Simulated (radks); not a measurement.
All-electron atom: the neodymium ion Nd22+ in [Kr] 4d2 (the NIST ground configuration). Calculated with a radial shooting solver on a logarithmic mesh with Libxc functionals: scalar-relativistic Kohn-Sham, LB94 model potential, spin-polarised, spherical densities, finite nucleus; open shells are filled with parallel spins first (spin-orbit coupling, left out, can overturn this in heavy ions); Fermi nuclear charge, rms radius 4.9123 fm.

Normalised radial functions P(r) = r R(r), r in bohr:

```
   r/bohr * 5s up (the largest magnitude, 1.21, reaches the edge; | marks zero)
 0.001088                             |*
 0.001406                             | *
 0.001831                             | *
 0.002365                             |  *
 0.003079                             |  *
 0.004009                             |   *
 0.005179                             |   *
 0.006744                             |    *
 0.008711                             |    *
  0.01134                             |     *
  0.01477                             |    *
  0.01908                             |   *
  0.02484                             | *
  0.03209                            *|
  0.04179                        *    |
  0.05441                     *       |
  0.07029                    *        |
  0.09153                       *     |
   0.1182                             |*
    0.154                             |         *
   0.2005                             |            *
    0.259                             |     *
   0.3372                     *       |
   0.4356           *                 |
   0.5672                   *         |
   0.7385                             |           *
    0.954                             |                          *
    1.242                             |                      *
    1.605                             |         *
    2.089                             | *
    2.721                             *
```

5s up (empty): eigenvalue -475.28 eV, 4 radial nodes at r = 0.0289, 0.114, 0.292, 0.649 bohr, <r> = 1.01 bohr, 90 % of the charge inside 1.40 bohr.
